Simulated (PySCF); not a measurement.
**Working out the ionisation energy of Rb**

Rb [Kr] 5s1 (2S) → Rb+ [Kr] (1S). All numbers are calculated (PySCF 2.14, scalar relativity by spin-free X2C-1e, in ANO-RCC-VTZP). Frozen: [Ar] 3d10. Energies in hartree (1 hartree = 27.21139 eV):

```tsv
part	Rb (lower)	Rb+ (upper)
UHF	-2979.043391	-2978.903660
CCSD correlation	-0.199732	-0.189525
(T)	-0.005498	-0.004722
```

Question: What does Hartree-Fock give?

Answer: (-2978.903660) − (-2979.043391) = 0.139731 hartree = 3.802 eV.

Question: What do CCSD and CCSD(T) give?

Answer: The CCSD correlation energies differ by 0.010207 hartree = 0.278 eV and the triples by 0.000776 hartree = 0.021 eV, so CCSD gives 4.080 eV and CCSD(T) 4.101 eV.

Measured between the centres of the two terms (NIST): 4.177 eV, so CCSD(T) (valence and next inner shell) is off by -0.076 eV.

What remains against the reference includes basis incompleteness, the frozen core and higher excitations.
